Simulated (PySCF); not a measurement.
CoCl₂, SMILES [Cl][Co][Cl] (connectivity only; charge and spin as stated), neutral, multiplicity 4. Atoms are numbered in the order given.

```xyz
3

Co     0.0000     0.0000     0.0000
Cl     0.0000     0.0000    -2.0889
Cl     0.0000     0.0000     2.0889
```
Charge 0, spin multiplicity 4.

Coordinates come from a PBE0-D3(BJ)/def2-TZVP optimisation. The multiplicity is an assumed one; other spin states were not compared. The isomer is the one that the SMILES or the coordinates give; other isomers of the formula were not compared.

Method: PBE0/def2-TZVPD (PySCF).

Mulliken values depend strongly on the basis, most of all with diffuse functions as here. ESP charges are fitted to the potential on shells at 1.4 to 2.0 van der Waals radii. Atomic charges (e):

```
atom  Mulliken  ESP fit  meta-Löwdin  Mulliken spin
----  --------  -------  -----------  -------------
Co1       0.45        …         1.13           2.78
Cl2      -0.22        …        -0.57           0.11
Cl3      -0.22        …        -0.57           0.11
```

**Question.** Complete the blanks. (The exact figures need the calculation; the answer reports its results.)

**Answer.** 
- Co1, ESP fit: 0.44
- Cl2, ESP fit: -0.22
- Cl3, ESP fit: -0.22
